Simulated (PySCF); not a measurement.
## C₆ coefficients of unlike pairs at PBE0

Calculated with PySCF 2.14 from the dipole response of each species, C₆(A,B) = (3/π) ∫ α_A(iu) α_B(iu) du, in atomic units, from isotropic polarisabilities. For ions this is the dispersion term alone; charge-induced terms of lower order in 1/R come first.

```json
{"species": "Cd", "configuration": "[Kr] 4d10 5s2 (1S)", "basis": "def2-QZVPPD with the def2 core potential (28 electrons) (7s5p4d4f2g)", "relativity": "core potential", "α (bohr³)": "49.60", "C₆ (like pair)": "449.7"}
{"species": "Be⁺", "configuration": "[He] 2s1 (2S)", "basis": "dyall-acv3z (15s9p4d2f)", "relativity": "none", "α (bohr³)": "22.24", "C₆ (like pair)": "60.11"}
{"species": "N", "configuration": "[He] 2s2 2p3 (4S)", "basis": "x2c-QZVPPall with one added diffuse shell each of s, p, d, f type (8s5p4d3f1g)", "relativity": "spin-free X2C", "α (bohr³)": "7.740", "C₆ (like pair)": "26.17"}
{"species": "Br⁺", "configuration": "[Ar] 3d10 4s2 4p4 (3P)", "basis": "aug-cc-pwCVTZ-PP with ECP10MDF (8s7p6d4f1g)", "relativity": "core potential", "α (bohr³)": "12.59", "C₆ (like pair)": "78.78"}
```

Question: Estimate C₆ for Br⁺ with Be⁺.

Answer: The integral gives 55.77. The combination rule 2 C_A C_B / (C_A α_B/α_A + C_B α_A/α_B) gives 54.70 and the geometric mean 68.82.

No spin-orbit coupling is included.

The other pairs:

| pair | C₆ |
| --- | --- |
| N, Cd | 102.1 |
| Be⁺, Cd | 159.5 |
| N, Be⁺ | 33.08 |
| Br⁺, Cd | 174.4 |
| Br⁺, N | 45.35 |
